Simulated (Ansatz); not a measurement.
Consider the formal hydrolysis of a Mo–F bond: `[F][Mo]([F])(=[S])=[S]` + H₂O → `[OH][Mo]([F])(=[S])=[S]` + H–F.

Program: Ansatz. Geometries: PBE0-D4/def2-TZVP. ΔE: electronic, gas phase. CCSD(T)/CBS is the MP2 limit (def2-TZVPP, def2-QZVPP) plus CCSD(T) − MP2 in def2-TZVPP, frozen cores. This one scheme is used for every species. DFT in def2-TZVPP. HSE06 is defined as in plane-wave codes. Elements past krypton have def2 core potentials. For Mo outer-core shells are correlated without core-valence functions, which leaves a few kJ/mol of doubt a bond. One conformer a species, not always the lowest.

Question: Is it downhill or uphill in electronic energy at CCSD(T)/CBS, and by how much? (Best estimate.)

Answer: Ansatz gave: Uphill: ΔE = +3.0 kcal/mol.

Question: What do these levels give: CAM-B3LYP-D4, r2SCANh, HSE06, HF/def2-SVP, MP2/def2-QZVPP, CCSD/CBS(def2)? (Best estimate.)

Answer: The calculation gave: CAM-B3LYP-D4 4.5, r2SCANh 4.5, HSE06 3.9, HF/def2-SVP 4.1, MP2/def2-QZVPP 2.3, CCSD/CBS(def2) 3.1 kcal/mol.

Largest T1 diagnostic among the species: 0.025, so the coupled-cluster value is less sure than usual.

From PBE to PBE0 (25 % exact exchange), in def2-TZVPP and without D4, ΔE moves by −1.0 kcal/mol. Leaving LDA and LC-ωPBE aside and taking each functional with its dispersion term where it has one, the values, not all of them listed here, spread over 2.6 kcal/mol, from PBE-QIDH to B97M-V. LDA lies −1.8 kcal/mol from PBE without D4. In def2-TZVPP, CCSD(T) changes the Hartree–Fock value by −1.6 kcal/mol (the triples alone add −0.1 kcal/mol) and MP2 by −2.4 kcal/mol.
